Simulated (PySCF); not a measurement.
Isomers of C5H4Cl2O2.

All values: PBE0/pcSseg-1 (PySCF) at GFN2-xTB geometries, gas phase, one conformer each.

**Question.** Rank by dipole moment, lowest first.
A. `[CH2:1]=[C:2]([CH2:3][C:4](=[O:5])[Cl:6])[C:7](=[O:8])[Cl:9]` with C1–C2–C3–C4 -108°, C2–C3–C4–O5 19°, C1–C2–C7–O8 -5° (itaconyl chloride)
B. `[CH3:1][O:2][C:3](=[O:4])[C:5]#[C:6][CH:7]([Cl:8])[Cl:9]` with C1–O2–C3–O4 0°
C. `[O:1]=[C:2]([Cl:3])[C@@H:4]1[CH2:5][C@H:6]1[C:7](=[O:8])[Cl:9]` with O1–C2–C4–C5 34°, C5–C6–C7–O8 -147°

**Answer.** B (1.32 D), C (2.26 D), A (4.19 D).

**Question.** Rank by LUMO energy, highest first.
A. `[CH2:1]=[C:2]([CH2:3][C:4](=[O:5])[Cl:6])[C:7](=[O:8])[Cl:9]` with C1–C2–C3–C4 -108°, C2–C3–C4–O5 19°, C1–C2–C7–O8 -5° (itaconyl chloride)
B. `[O:1]=[C:2]([Cl:3])[C@@H:4]1[CH2:5][C@H:6]1[C:7](=[O:8])[Cl:9]` with O1–C2–C4–C5 34°, C5–C6–C7–O8 -147°
C. `[CH:1]#[C:2][C:3](=[O:4])[O:5][CH2:6][CH:7]([Cl:8])[Cl:9]` with C2–C3–O5–C6 -179°, C3–O5–C6–C7 -72°, O5–C6–C7–Cl8 -57°

**Answer.** C (-1.80 eV), B (-2.05 eV), A (-2.59 eV).

**Question.** Rank by the lowest Hirshfeld charge on any atom, lowest value first.
A. `[CH2:1]=[C:2]([CH2:3][C:4](=[O:5])[Cl:6])[C:7](=[O:8])[Cl:9]` with C1–C2–C3–C4 -108°, C2–C3–C4–O5 19°, C1–C2–C7–O8 -5° (itaconyl chloride)
B. `[CH:1]#[C:2][C:3](=[O:4])[O:5][CH2:6][CH:7]([Cl:8])[Cl:9]` with C2–C3–O5–C6 -179°, C3–O5–C6–C7 -72°, O5–C6–C7–Cl8 -57°
C. `[CH3:1][O:2][C:3](=[O:4])[C:5]#[C:6][CH:7]([Cl:8])[Cl:9]` with C1–O2–C3–O4 0°

**Answer.** C (-0.240 e), B (-0.228 e), A (-0.197 e).

All values together:

| SMILES | μ (D) | HOMO (eV) | LUMO (eV) | lowest IAO charge (e) | highest IAO charge (e) | lowest Hirshfeld charge (e) | highest Hirshfeld charge (e) |
| --- | --- | --- | --- | --- | --- | --- | --- |
| O=C(Cl)[C@@H]1C[C@H]1C(=O)Cl | 2.26 | -8.91 | -2.05 | -0.361 (O) | +0.368 (C) | -0.196 (O) | +0.186 (C) |
| COC(=O)C#CC(Cl)Cl | 1.32 | -8.54 | -2.00 | -0.431 (O) | +0.514 (C) | -0.240 (O) | +0.218 (C) |
| C=C(CC(=O)Cl)C(=O)Cl | 4.19 | -8.80 | -2.59 | -0.349 (O) | +0.367 (C) | -0.197 (O) | +0.175 (C) |
| C#CC(=O)OCC(Cl)Cl | 2.29 | -8.66 | -1.80 | -0.433 (O) | +0.513 (C) | -0.228 (O) | +0.222 (C) |

Conformers: `[O:1]=[C:2]([Cl:3])[C@@H:4]1[CH2:5][C@H:6]1[C:7](=[O:8])[Cl:9]` with O1–C2–C4–C5 34°, C5–C6–C7–O8 -147°; `[CH3:1][O:2][C:3](=[O:4])[C:5]#[C:6][CH:7]([Cl:8])[Cl:9]` with C1–O2–C3–O4 0°; `[CH2:1]=[C:2]([CH2:3][C:4](=[O:5])[Cl:6])[C:7](=[O:8])[Cl:9]` with C1–C2–C3–C4 -108°, C2–C3–C4–O5 19°, C1–C2–C7–O8 -5°; `[CH:1]#[C:2][C:3](=[O:4])[O:5][CH2:6][CH:7]([Cl:8])[Cl:9]` with C2–C3–O5–C6 -179°, C3–O5–C6–C7 -72°, O5–C6–C7–Cl8 -57°.
